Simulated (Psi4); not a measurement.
Pair of molecules, SMILES Cl with SMILES C=C (the first has 2 atoms); geometry from B3LYP-D3(BJ)/def2-TZVP.
(charge 0, multiplicity 1):
```xyz
8

Cl     0.3088    -0.4808     0.0035
H      0.1925    -0.2875     1.2773
C     -0.5940     0.3638     3.4588
C      0.5624    -0.2560     3.6597
H     -1.5344    -0.1739     3.4527
H     -0.6456     1.4336     3.2966
H      1.5025     0.2822     3.6696
H      0.6137    -1.3252     3.8259
```

These are SAPT0/jun-cc-pV(D+d)Z (Psi4 1.11) values and carry that method's errors.

Problem. Which attractive term is largest, and how does the interaction split up?

Solution. electrostatics -5.44, exchange 7.74, induction -2.70, dispersion -2.16, total -2.56 kcal/mol; the largest attraction is electrostatics.
